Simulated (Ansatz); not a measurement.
C2H4InN, SMILES `C#[C][InH][NH2]`, relaxed with RKS PBE-D4/def2-SVP in the Gaussian-basis code of Ansatz from a rough embedded geometry. The force threshold is 0.03 eV/Å; the program also tests the step.

Total charge 0; spin multiplicity 1. In: def2 effective core potential.

Start:

```xyz
8

C     1.485   -0.280   -0.923
C     1.139    0.264   -1.920
In   -0.728    0.863   -0.586
N    -0.728   -0.079    1.932
H     1.782   -0.882   -0.063
H    -1.750    0.307   -1.125
H    -0.418    0.718    1.413
H    -0.782   -0.911    1.271
```

Q: By how much does the energy fall, and how many steps does the optimiser take? (Estimate.)

A: Computed: 672.26 kJ/mol, in 22 steps, 2 of them rejected.

Q: Which bonds change most? (Best estimate.)

A: Ansatz gave: In3–N4 from 2.688 to 2.029 Å; In3–H6 from 1.282 to 1.718 Å; C2–In3 from 2.372 to 2.110 Å; C1–C2 from 1.187 to 1.232 Å.

Q: Give the relaxed structure. (Estimate.)

A: The calculation gave: 
```xyz
8

C     2.296   -0.370   -1.292
C     1.127   -0.160   -0.969
In   -0.886    0.183   -0.438
N    -1.160    0.248    1.571
H     3.326   -0.551   -1.575
H    -2.179    0.504   -1.523
H    -0.440   -0.084    2.218
H    -2.084    0.230    2.008
```
